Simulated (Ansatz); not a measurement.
```xyz
2

Al   -0.4973    0.1718    0.1529
Al    0.3755   -1.8705    1.9786
```

Basis set: cc-pVDZ (spherical functions). Frozen core: 10 orbitals. Charge 0, multiplicity 1.

Computed with Ansatz (development build ahead of 0.2.0); the reference of a correlated method needn't be the lowest determinant of its kind. Restricted open shells among the atoms or ions are ROHF, correlated in semicanonical orbitals with singles.

Give the atomization energy at this shape (free ground-state atoms in the same class of orbitals less the molecule, no zero-point energy) of singlet Al2 by RHF-CCSD(T), RHF-CCSD.

```
     method  atomization energy
RHF-CCSD(T)      19.16 kcal/mol
   RHF-CCSD      17.92 kcal/mol
```

Caution: no unrestricted run beside it, a lower state can exist.
